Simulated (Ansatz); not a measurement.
Two structures, one formula

The two ends of one reaction step of CH7NZn, closed shell (PBE0-D4/def2-TZVP).

A:

| atom | x (Å) | y (Å) | z (Å) |
| --- | --- | --- | --- |
| Zn1 | 0.3320 | 0.0015 | 0.5686 |
| H2 | -1.8606 | -0.9223 | -3.2337 |
| C3 | 0.8154 | 1.6386 | 1.4625 |
| H4 | -1.4832 | -1.0148 | -2.5911 |
| N5 | -0.1831 | -1.4760 | -0.3718 |
| H6 | 1.2985 | 2.3306 | 0.7687 |
| H7 | -0.0714 | 2.1331 | 1.8663 |
| H8 | 1.5035 | 1.4492 | 2.2890 |
| H9 | 0.5313 | -2.0559 | -0.7887 |
| H10 | -0.8825 | -2.0841 | 0.0301 |

B:

```
10
angstrom
Zn -0.1790 0.6877 -0.8609
H -0.6466 0.6482 -2.3570
C 0.4508 1.3998 0.8640
H -1.1820 -1.9511 -0.7530
N -0.3250 -1.5663 -0.3738
H 0.6065 2.4810 0.8485
H -0.2689 1.1848 1.6616
H 1.4002 0.9364 1.1543
H 0.4445 -2.0654 -0.8050
H -0.3004 -1.7552 0.6212
```

Ansatz 0.2.0; basis: def2-TZVPP; cores frozen in the correlated methods. The 3s and 3p shells of Cu and Zn are frozen; filled d shells are correlated. B3LYP uses VWN-RPA correlation.

Task: Which structure is lower at CCSD(T), and by how much? (An estimate is asked for; the value comes from the calculation.)

Result: The calculation gives: B, by 0.415 eV (electronic energy, against the other). By their contacts, A is a complex of CH₅NZn ([CH3][Zn][NH2]) + H₂ and B is CH₇NZn ([CH3][ZnH][NH3]).

All methods give the same order:

| method | E(B) − E(A) (eV) |
| --- | --- |
| SPW92 | -0.516 |
| PBE-D4 | -0.378 |
| BLYP-D4 | -0.307 |
| r2SCAN-D4 | -0.439 |
| B97M-V | -0.551 |
| PBE0-D4 | -0.472 |
| B3LYP-D4 | -0.398 |
| r2SCAN0-D4 | -0.504 |
| BHLYP-D4 | -0.506 |
| CAM-B3LYP-D4 | -0.441 |
| wB97X-V | -0.451 |
| wB97M-V | -0.466 |
| B2PLYP | -0.353 |
| PBE-QIDH | -0.450 |
| RPA on PBE | -0.384 |
| HF | -0.580 |
| MP2 | -0.298 |
| CCSD | -0.445 |
| CCSD(T) | -0.415 |

No T1 diagnostic of these runs exceeds 0.014.

Labels in which every atom is bracketed show which atoms are joined, not bond orders.

For scale, one of the runs: CCSD(T)/def2-TZVPP, 224 basis functions, launched by `ansatz run in.yaml --threads 4 --pin off --events-out ev --progress --plain --max-ram 9574MiB`. The run took 69 s on 4 CPU threads of an Arm Neoverse V2 (shared host), with 3.6 GiB of host memory at its peak.
